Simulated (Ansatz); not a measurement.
Consider the cleavage of the B–Al bond: `[BH2][AlH][CH2]OC` + `[SiH3]S` → `BS[SiH3]` + `CO[CH2][AlH2]`.

Isolated molecules relaxed with PBE0-D4/def2-TZVP in Ansatz; ΔE leaves out vibrations. CCSD(T)/CBS adds triple-zeta CCSD(T) − MP2 to the extrapolated MP2 energy (def2 sets, frozen cores). Functionals use def2-TZVPP. HSE06 is defined as in plane-wave codes. One conformer a species, not always the lowest.

`[BH2][AlH][CH2]OC`:

```xyz
13

B    -0.701   -0.869   -1.526
Al    0.409   -1.599    0.092
C     0.714   -0.110    1.399
O    -0.237    0.946    1.249
C    -0.339    1.427   -0.033
H    -1.903   -0.870   -1.553
H    -0.168   -0.419   -2.505
H     1.064   -3.018    0.399
H     1.735    0.295    1.286
H     0.635   -0.437    2.440
H    -1.012    2.286   -0.036
H    -0.823    0.673   -0.732
H     0.626    1.695   -0.481
```

`[SiH3]S`:

Z-matrix (Å, degrees):
```
Si
S 1 2.137
H 1 1.485 2 111.6
H 1 1.485 2 111.6 3 -122.0
H 1 1.482 2 104.8 3 119.0
H 2 1.344 1 94.7 3 60.9
```

`BS[SiH3]`:

Z-matrix (Å, degrees):
```
Si
S 1 2.156
H 1 1.482 2 109.9
H 1 1.483 2 107.0 3 -119.4
H 1 1.482 2 109.9 3 121.2
B 2 1.775 1 99.5 3 -60.7
H 6 1.192 2 116.9 1 180.0
H 6 1.195 2 121.4 1 0.0
```

`CO[CH2][AlH2]`:

Z-matrix (Å, degrees):
```
C
O 1 1.401
H 1 1.099 2 111.4
H 1 1.091 2 107.8 3 119.6
H 1 1.100 2 111.4 3 -120.8
C 2 1.411 1 112.8 3 60.4
Al 6 1.971 2 111.2 1 -180.0
H 6 1.106 2 110.7 1 -57.6
H 6 1.106 2 110.7 1 57.7
H 7 1.585 6 122.0 2 0.1
H 7 1.591 6 117.2 2 -179.9
```

Problem. Is it downhill or uphill in electronic energy at CCSD(T)/CBS, and by how much? (Best estimate.)

Solution. Computed: Downhill: ΔE = -1.35 eV.

Problem. What do these levels give: r2SCAN-D4, HSE06-D4, BHLYP-D4, B2PLYP, PBE-QIDH, HSE06? (Best estimate.)

Solution. Computed: r2SCAN-D4 -1.20, HSE06-D4 -1.21, BHLYP-D4 -1.41, B2PLYP -1.40, PBE-QIDH -1.35, HSE06 -1.23 eV.

Largest T1 diagnostic among the species: 0.014.

Leaving LDA and LC-ωPBE aside and taking each functional with its dispersion term where it has one, the values, not all of them listed here, spread over 0.31 eV, from BHLYP-D4 to PBE-D4. LDA lies +0.14 eV from PBE without D4. The D4 term adds +0.04 eV with B3LYP and +0.02 eV with PBE0; it sums over pairs of atoms, weighted by their polarisabilities, and B3LYP, whose exchange is more repulsive, gets the larger term.

B3LYP here is the variant with VWN-RPA as its local correlation; programs differ in this.
